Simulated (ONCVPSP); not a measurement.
**Before and after: ONCV potential for helium (He)**

| Quantity | Value |
| --- | --- |
| Element | helium (He) |
| Generator | ONCVPSP 4.0.1 |
| Type | optimised norm-conserving Vanderbilt (ONCV) |
| Functional | PBE |
| Relativity | scalar-relativistic |
| Frozen core | none |
| Valence charge | 2 |
| Reference configuration | 1s2 |
| Partial waves | 1s: rc 0.50 bohr, ncon 4, nbas 7, qcut 14.5 1/bohr, 3 projectors, debl 1.5 Ha; p scattering state at 0.24 Ha: rc 0.50 bohr, ncon 4, nbas 9, qcut 18.3 1/bohr, 3 projectors, debl 3.5 Ha |
| Local potential | polynomial inside 0.40 bohr (lpopt 5, dvloc0 -1 Ha) |
| Core correction | none |

Change: local potential polynomial inside 0.40 bohr (lpopt 5, dvloc0 -2 Ha).

Cutoffs: the cutoffs (Ha) at which the residual kinetic energy of the hardest occupied pseudo-wave falls to 1 and 0.1 mHa per electron; they do not see the model core or the augmentation charge, which bear on the density cutoff. Errors are all-electron minus pseudo energies relative to the spin-unpolarised reference configuration.

Task: Predict the effect on cutoff, ghosts and configuration errors.

Result: The potential gets neither clearly harder nor softer (89 Ha and 224 Ha → 89 Ha and 224 Ha); both files keep a bound ghost (s).

| quantity | base | changed |
| --- | --- | --- |
| cutoff, loose | 89 Ha | 89 Ha |
| cutoff, tight | 224 Ha | 224 Ha |
| bound ghosts | s | s |
| GHOST(+) flags under 300 eV | none | none |
| error for 1s1, meV [ΔE 26.96 eV] | +26 | +12 |
| error for 1s1.5, meV [ΔE 10.55 eV] | +15 | +4.6 |
| s: phases at 0.51 bohr within 0.05 rad from the reference energy up to (Ha; the scan ends near 5) | n/a | to the end of the scan |
| p: phases at 0.51 bohr within 0.05 rad from the reference energy up to (Ha; the scan ends near 5) | to the end of the scan | to the end of the scan |

 A true bound ghost makes a file unfit for plane-wave use even where its test errors are small: the radial tests pick states by their node count and pass the ghost by.
